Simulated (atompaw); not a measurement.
**What one change does to a pseudopotential (antimony, PAW (atompaw))**

```json
{
  "Element": "Sb (Z = 51)",
  "Generator": "atompaw 4.2.0.5",
  "Type": "PAW",
  "Functional": "LDA (PW92)",
  "Relativity": "scalar-relativistic",
  "Frozen core": "[Kr] 4d10",
  "Valence charge": "5",
  "Reference configuration": "5s2 5p2 (charge +1)",
  "Partial waves": "5s (bound): rc 2.05 bohr; 5s channel at 3.7 Ry: rc 2.05 bohr; 5p (bound): rc 2.15 bohr; 5p channel at -0.05 Ry: rc 2.15 bohr",
  "Local potential": "bessel scheme, radius 1.95 bohr",
  "Core correction": "smooth core density matched at 1.35 bohr",
  "Augmentation charge": "sinc compensation charge, radius 1.90 bohr; PAW radius 2.15 bohr; waves and projectors: custom polynom vanderbiltortho"
}
```

Change: local potential bessel scheme, radius 1.64 bohr.

Cutoffs: the cutoffs (Ry, on a coarse ladder) from which the occupation-weighted sum of valence levels, in a spherical-Bessel basis at the reference potential, stays within 10 and 1 mRy of its value at 400 Ry; they do not see the model core or the augmentation charge, which bear on the density cutoff.

**Question.** What does the change do?

**Answer.** The potential gets softer (12 Ry and 21 Ry → 12 Ry and 18 Ry); both files keep a bound ghost (d); the range in which the p phases agree narrows (upper end 4.2 → 1.3).

```csv
quantity,base,changed
"cutoff, loose",12 Ry,12 Ry
"cutoff, tight",21 Ry,18 Ry
loose cutoff by channel (10 mRy a level),"s 10 Ry, p 6 Ry","s 8 Ry, p 6 Ry"
bound ghosts,d,d
s: phases at 2.15 bohr within 0.05 rad from the reference energy up to (Ry; the scan ends near 5),4.9,n/a
p: phases at 2.15 bohr within 0.05 rad from the reference energy up to (Ry; the scan ends near 5),4.2,1.3
lowest overlap eigenvalue by channel,"s 0.06, p 0.42","s 0.06, p 0.37"
```

 A true bound ghost makes a file unfit for plane-wave use even where its test errors are small: the radial tests pick states by their node count and pass the ghost by. The cutoffs see the waves, projectors and local potential, not the compensation charge or the core.
